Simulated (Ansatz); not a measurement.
C₃H₁₁BSi (`CB[SiH2]CC`), relaxed with RKS PBE-D4/def2-SVP in Ansatz from a rough embedded geometry. The force threshold is 0.03 eV/Å; the program also tests the step.

Total charge 0; spin multiplicity 1.

Start:

```xyz
16

C    -0.696    1.737   -1.379
B    -1.283    0.997   -0.164
Si   -0.081    0.402    1.227
C     1.207   -0.698    0.617
C     0.569   -2.035    0.047
H    -1.534    1.992   -2.152
H    -0.188    2.687   -1.122
H     0.026    1.104   -1.947
H    -2.487    0.801   -0.073
H     0.567    1.601    1.823
H    -0.887   -0.253    2.309
H     1.891   -0.999    1.401
H     1.758   -0.273   -0.296
H     1.315   -2.732   -0.350
H    -0.012   -2.559    0.865
H    -0.166   -1.771   -0.806
```

```csv
step,energy (eV),largest force (eV/Å),largest move (Å)
1,-11828.0180,3.408,0.000
2,-11828.4412,1.500,0.137
3,-11828.5208,0.182,0.090
4,-11828.5265,0.121,0.036
5,-11828.5275,0.120,0.069
6,-11828.5297,0.044,0.023
7,-11828.5374,0.198,0.200
8,-11828.5436,0.466,0.196
9,-11828.5506,0.357,0.063
10,-11828.5622,0.237,0.192
11 (rejected),-11828.5562,0.458,0.194
12,-11828.5729,0.084,0.097
13,-11828.5771,0.078,0.100
14,-11828.5787,0.048,0.042
15,-11828.5797,0.053,0.033
16,-11828.5805,0.064,0.058
17,-11828.5809,0.037,0.032
18 (rejected),-11828.5806,0.096,0.077
19,-11828.5812,0.011,0.038
```

End:

```xyz
16

C    -0.830    1.464   -1.549
B    -1.251    1.321   -0.053
Si   -0.153    0.374    1.365
C     1.216   -0.763    0.676
C     0.674   -1.970   -0.104
H    -1.682    1.496   -2.260
H    -0.400    2.499   -1.587
H    -0.043    0.780   -1.924
H    -2.267    1.901    0.308
H     0.476    1.452    2.229
H    -1.048   -0.428    2.285
H     1.853   -1.100    1.522
H     1.876   -0.144    0.029
H     1.490   -2.606   -0.506
H     0.039   -2.617    0.537
H     0.049   -1.658   -0.967
```

Run time 26 s (4 threads of an Intel Xeon Platinum 8375C on a shared host); peak host memory 0.19 GiB.
